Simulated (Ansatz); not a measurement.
**Energy profile**

The step: BBrCl₂ ([Cl][B]([Cl])[Br]) + H₂ → BHCl₂ ([Cl][BH][Cl]) + HBr; bonds formed: B1–H6, Br2–H5; bonds broken: B1–Br2, H5–H6 (atoms numbered as in the saddle structure below).

```xyz
6
angstrom
B 0.0001 -0.3741 0.1315
Br 1.0643 1.5667 -0.4922
Cl 0.3700 -1.6270 -1.0405
Cl 0.2100 -0.6077 1.8583
H -0.4852 0.9147 -0.3484
H -1.1593 0.1274 -0.1088
```

Electronic energies by CCSD(T) at an estimated basis limit (MP2 extrapolated from triple and quadruple zeta, plus CCSD(T) − MP2 in triple zeta), on PBE0-D4/def2-TZVP structures; BH₂BrCl₂, closed shell; no counterpoise correction. Computed with Ansatz 0.2.0 (basis: def2-TZVPP and def2-QZVPP); correlated methods freeze the cores. Filled d shells of the heavier atoms are correlated. The def2 sets are not built for correlating such inner shells, so the correlated values are less sure here. Extrapolation: Hartree–Fock as exp(−7.88 √X), correlation as X^−2.97.

Task: Give the profile in kcal/mol, counted from the separated reactants. (Judge from chemistry; the value comes from the calculation.)

Result: By the calculation:
| point | kcal/mol |
| --- | --- |
| separated: BBrCl₂ (linked as [Cl][B]([Cl])[Br]; B1, Br2, Cl3, Cl4; singlet) + H₂ (H5, H6; singlet) | 0.00 |
| start structure | -0.73 |
| saddle | 34.49 |
| end structure | 9.01 |
| separated: BHCl₂ (linked as [Cl][BH][Cl]; B1, Cl3, Cl4, H6; singlet) + HBr (Br2, H5; singlet) | 10.75 |

The T1 diagnostic stays at or below 0.012. The end structure is not quite a true minimum (one mode of 46i cm⁻¹).

For scale, one of the runs: CCSD(T)/def2-TZVPP, 191 basis functions, launched by `ansatz run in.yaml --threads 4 --pin off --events-out ev --progress --plain --max-ram 9574MiB`. Hardware: 4 CPU threads of an Arm Neoverse V2, shared host. Wall time 58 s; peak host memory 2 GiB.
